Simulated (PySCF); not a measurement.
**Ga: excitation energy**

Ga [Ar] 3d10 4s2 4p1 (2P) → Ga [Ar] 3d10 4s2 4d1 (2D), as a difference of total energies. Computed with PySCF 2.14 in aug-cc-pVTZ-DK, with the spin-free X2C one-electron Hamiltonian (Gaussian nucleus). Correlated levels: valence: [Ar] 3d10 frozen. The calculations carry no spin-orbit coupling.

```
           method  excitation energy (eV)  error (eV)
              UHF                   4.534      +0.289
    MP2 (valence)                   4.566      +0.321
SCS-MP2 (valence)                   4.570      +0.325
   CCSD (valence)                   4.483      +0.238
CCSD(T) (valence)                   4.453      +0.208
  CCSDT (valence)                   4.429      +0.184
```

Reference: 4.245 eV (measured; NIST levels, between the centres of gravity of the two terms).

Errors of the correlated levels include the incompleteness of this basis and the frozen core.

The promoted electron is Rydberg-like, and one or two diffuse shells describe it only roughly, which tends to raise the upper state.

The coupled-cluster amplitudes are large for the upper state (T1 above 0.03 or a double amplitude above 0.15), so a single reference is strained.
